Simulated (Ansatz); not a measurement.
Reactions of BFH$_{2}$Zn (`[BH2][Zn][F]`).

Isolated molecules relaxed with PBE0-D4/def2-TZVP in Ansatz; ΔE leaves out vibrations. CCSD(T)/CBS adds triple-zeta CCSD(T) − MP2 to the extrapolated MP2 energy (def2 sets, frozen cores). This one scheme is used for every species, atoms too. DFT in def2-TZVPP. B3LYP here is the variant with VWN-RPA as its local correlation; programs differ in this. Open shells (•) are unrestricted, without spin–orbit coupling. Spin–orbit coupling would lower the free atoms: a little for B, F. Bonds to Se, Zn are less sure, by a few kJ/mol each and by 10 to 20 or more in all where they break to atoms, as the def2 sets lack core-valence functions. Scalar relativity is left out up to krypton. Each species was taken in one conformer, which may not be the lowest.

```tsv
reaction	HF/CBS(def2) (kcal/mol)	ωB97M-V (kcal/mol)	B3LYP-D4 (kcal/mol)
`[BH2][Zn][F]` + SiH₄ → `[BH2][Zn][SiH3]` + H–F	24.7	19.3	20.2
`[BH2][Zn][F]` + `FC[SiH2]CF` → `B[SiH2]CF` + `F[CH2][Zn][F]`	7.9	8.7	7.6
`[BH2][Zn][F]` + `[SiH3][SiH2][SeH]` → `B[Se][SiH2][SiH3]` + `[F][ZnH]`	-22.3	-23.9	-24.1
`[BH2][Zn][F]` → B• + F• + 2 H• + Zn (atom)	242.1	321.4	317.5
`[BH2][Zn][F]` + `OB(O)O` → `OB(O)[O][Zn][F]` + BH₃	-11.7	-4.2	-4.1
`[BH2][Zn][F]` + `N#[C][AlH][OH]` → `[OH][AlH][Zn][F]` + `BC#N`	-8.9	-7.8	-9.6
`[BH2][Zn][F]` + CH₃OH → `C[O][Zn][F]` + BH₃	-9.2	-2.4	-3.3
`[BH2][Zn][F]` + HCl → `[F][Zn][Cl]` + BH₃	-39.2	-27.3	-26.8
`[BH2][Zn][F]` + `[SiH3]S` → `[BH2][Zn][S][SiH3]` + H–F	-1.2	-4.1	-2.9
`[BH2][Zn][F]` + H₂ → `[F][ZnH]` + BH₃	-13.6	-6.7	-6.5
```

(1) Give the CCSD(T)/CBS values in the same order. (Best estimate.)

Largest T1 diagnostic: 0.018, for `[F][ZnH]`.

## Answers

(1) The calculation gave: 18.9, 7.2, -24.8, 319.3, -7.2, -7.7, -4.9, -29.9, -5.8, -6.1 kcal/mol.
